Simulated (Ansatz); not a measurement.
Geometry optimisation, RKS PBE/def2-SVP in Ansatz.

Input:

```yaml
crystal:
  periodic: [false, false, false]
  atoms:
    - { symbol: Ta, position_ang: [-0.089396, -0.136441, 0.083256] }
    - { symbol: Cl, position_ang: [2.332463, -0.396194, 0.247862] }
    - { symbol: Cl, position_ang: [-0.285123, -0.452654, 2.395791] }
    - { symbol: Cl, position_ang: [0.145418, -0.063178, -2.250524] }
    - { symbol: Cl, position_ang: [-1.584012, 1.634545, 0.05351] }
    - { symbol: "N", position_ang: [-1.049164, -1.822788, -0.147902] }
    - { symbol: H, position_ang: [-1.424661, -2.372136, 0.633552] }
    - { symbol: H, position_ang: [-1.263502, -2.238988, -1.058729] }
    - { symbol: Br, position_ang: [1.621006, 3.068688, 1.36309] }
    - { symbol: H, position_ang: [2.647772, 1.984147, 1.156294] }
basis:
  gaussian: { orbitals: def2-SVP }
hamiltonian:
  xc: pbe
relax:
  f_tol: 0.03
  max_steps: 50
```

Command:

```bash
$ ansatz run input.yaml --threads 4 --pin off --max-ram 5120MiB --backend cpu --events-out ev --progress --plain --runs-dir out
```

Task: Where does it end, and by what steps?

Result: It converged. The force dipped under the threshold on the way, but the program's further checks kept it going. After 8 steps the energy has fallen by 0.128 eV; Br9 moved furthest, 0.82 Å.

```
step  energy less start (eV)  largest force component (eV/Å)  accepted
   0                  0.0000                           0.931       yes
   1                 -0.0634                           0.474       yes
   2                 -0.0756                           0.453       yes
   3                 -0.0847                           0.499       yes
   4                 -0.1145                           0.266       yes
   5                 -0.1262                           0.045       yes
   6                 -0.1271                           0.055       yes
   7                 -0.1282                           0.028       yes
   8                 -0.1283                           0.022       yes
```

```xyz
10
Properties=species:S:1:pos:R:3
Ta -0.169 -0.246 0.096
Cl 2.159 -0.235 0.373
Cl -0.490 -0.679 2.380
Cl 0.061 -0.164 -2.239
Cl -1.485 1.654 0.149
N -1.086 -1.960 -0.203
H -1.466 -2.543 0.550
H -1.265 -2.356 -1.132
Br 2.275 3.557 1.421
H 2.517 2.177 1.082
```

Whether the end is a true minimum wasn't checked by a vibrational analysis.

Run time: 32 s on 4 threads of Arm Neoverse V2, with other jobs on the host, peak memory 0.29 GiB.
